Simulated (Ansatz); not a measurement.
Breaking a bond: GeMg, lowest singlet found (which spin is the ground state isn't settled by this scan). Each curve is given relative to its own lowest point between 2.15 and 3.11 Å, where full CI is lowest.

```
R / Å     A     B     C
-----  ----  ----  ----
1.86   83.7  75.7  75.8
2.03   40.5  35.5  35.5
2.15   22.1  18.8  18.7
2.27   10.6   8.7   8.5
2.35    5.8   4.5   4.3
2.49    1.2   0.8   0.6
2.55    0.4   0.2   0.1
2.62    0.0   0.0   0.0
2.71    0.3   0.5   0.6
2.84    1.7   2.0   2.5
2.98    4.1   4.4   5.2
3.11    6.6   6.8   8.0
3.28    9.8   9.9  11.7
3.53   13.8  14.0  16.6
3.82   17.2  17.6  21.2
4.18   19.7  20.6  25.3
4.59   21.1  22.6  28.3
5.13   22.0  23.9  30.5
5.70   22.4  24.4  31.5
6.57   22.6  24.6  32.0
7.56   22.7  24.6  32.2
8.80   22.7  24.6  32.2
```

Energies in kcal/mol.

Q: Assign the columns to these levels of theory: full CI/aug-cc-pVDZ, cores with 3d frozen (Ansatz, a quantum-chemistry and plane-wave program); restricted B3LYP/aug-cc-pVDZ (Ansatz); restricted PBE/aug-cc-pVDZ in Ansatz.

A: A is FCI; B is RKS-B3LYP; C is RKS-PBE.

Also computed but left out beside FCI, since their determinant holds another spin at the minimum (<S²> over 0.7 above the pure value): UHF, UMP2, UCCSD, UCCSD(T), UCCSDT, UCCSDT(Q), UKS-CAM-B3LYP, UKS-B3LYP, UKS-PBE, UKS-B3LYP/6-31G*, UHF/LANL2DZ, UKS-B3LYP/3-21G, UKS-LDA (SVWN5)/6-31G*. The restricted form behind RKS-PBE, RKS-B3LYP keeps the bonding electrons paired and can't separate into open-shell fragments.
